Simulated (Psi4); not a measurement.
Interaction energy of HF ··· BF3 (SMILES F and FB(F)F). Monomers: optimised at B3LYP-D3(BJ) (def2-TZVP), held rigid. Orientation: lowest of the rigid-body minima from ten starts at GFN2-xTB (searched outside a hard wall at short contacts). The monomers approach along the line of their centres of mass (distance R); nothing else relaxes. The shortest distances reach bonding range, where SAPT0 and rigid monomers are unreliable.

Calculation: SAPT0/jun-cc-pVDZ, frozen core run with Psi4 1.11.

Components in kJ/mol:

```tsv
R / Å	electrostatics	exchange	induction	dispersion	total
1.77	-170.38	329.29	-70.47	-24.67	63.76
2.01	-87.56	142.88	-29.26	-14.31	11.75
2.20	-53.76	72.63	-14.55	-9.35	-5.03
2.39	-34.57	36.53	-7.38	-6.15	-11.57
2.62	-21.63	15.67	-3.40	-3.76	-13.13
2.78	-16.24	8.60	-2.06	-2.70	-12.40
3.09	-10.03	2.60	-0.83	-1.45	-9.71
3.41	-6.59	0.73	-0.36	-0.79	-7.01
3.93	-3.69	0.09	-0.12	-0.32	-4.04
4.57	-2.02	0.01	-0.04	-0.13	-2.18
5.59	-0.91	0.00	-0.01	-0.04	-0.95
6.93	-0.38	0.00	0.00	-0.01	-0.39
```
